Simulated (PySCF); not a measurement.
Compound: H3SiCF3.
Cartesian coordinates in Å at the PBE0-D3(BJ)/def2-SVP level; atoms count from 1:
```xyz
8
CH3F3Si angstrom
F      1.6212   -0.1695   -1.0074
C      0.9427   -0.0072    0.1371
F      1.3605    1.1423    0.6891
F      1.3082   -1.0006    0.9606
Si    -0.9682    0.0094   -0.1569
H     -1.2687    1.1105   -1.1110
H     -1.3574   -1.3116   -0.7198
H     -1.6203    0.2455    1.1591
```

Method used: core-valence-separated Tamm–Dancoff BHandHLYP/aug-pcX-1 (pcseg-1 on H, def2-SVPD on Si) in PySCF, non-relativistic, gas phase, PBE0-D3(BJ)/def2-SVP geometry. The energies are unshifted.

The lowest roots of each edge with f over 0.003 (five at most, numbered afresh; weaker and dark ones are left out), with transition dipoles (au) in the frame of the coordinates:

| root | edge | E (eV) | μx | μy | μz |
| --- | --- | --- | --- | --- | --- |
| 1 | C | 291.05 | -0.0071 | -0.0911 | 0.0447 |
| 2 | C | 291.07 | -0.0136 | 0.0452 | 0.0899 |
| 3 | C | 291.48 | 0.0837 | -0.0004 | 0.0129 |
| 4 | C | 293.98 | -0.0357 | -0.0001 | -0.0083 |
| 5 | C | 293.99 | -0.0043 | -0.0403 | 0.0213 |
| 6 | F | 686.76 | 0.0207 | -0.0253 | 0.0223 |
| 7 | F | 686.78 | 0.0183 | 0.0275 | 0.0205 |
| 8 | F | 686.78 | -0.0338 | -0.0004 | 0.0223 |
| 9 | F | 687.68 | 0.0062 | -0.0159 | 0.0135 |
| 10 | F | 687.69 | -0.0019 | 0.0142 | 0.0175 |

Q: What are the oscillator strengths?

A: f = (2/3) ΔE |μ|², with ΔE in hartree (27.2114 eV):

```
root  ΔE (Eh)  |μ|² (au)      f  core hole on
   1  10.6960   0.010341  0.074            C2
   2  10.6965   0.010311  0.074            C2
   3  10.7118   0.007168  0.051            C2
   4  10.8037   0.001347  0.010            C2
   5  10.8041   0.002098  0.015            C2
   6  25.2379   0.001572  0.026      F1/F3/F4
   7  25.2387   0.001510  0.025      F1/F3/F4
   8  25.2389   0.001642  0.028      F1/F3/F4
   9  25.2718   0.000473  0.008      F1/F3/F4
  10  25.2721   0.000510  0.009      F1/F3/F4
```

Q: Molecules are fixed in this frame and the field points along (1, 1, 0)/√2. What effective strengths 3 f cos²θ do the roots have (θ between field and μ)?

A: root 1 (C2): 0.103, root 2 (C2): 0.011, root 3 (C2): 0.074, root 4 (C2): 0.014, root 5 (C2): 0.021, root 6 (F1/F3/F4): 0.001, root 7 (F1/F3/F4): 0.053, root 8 (F1/F3/F4): 0.029, root 9 (F1/F3/F4): 0.002, root 10 (F1/F3/F4): 0.004. Root 1 is the strongest. Averaged over all orientations cos²θ is 1/3, which gives f back.

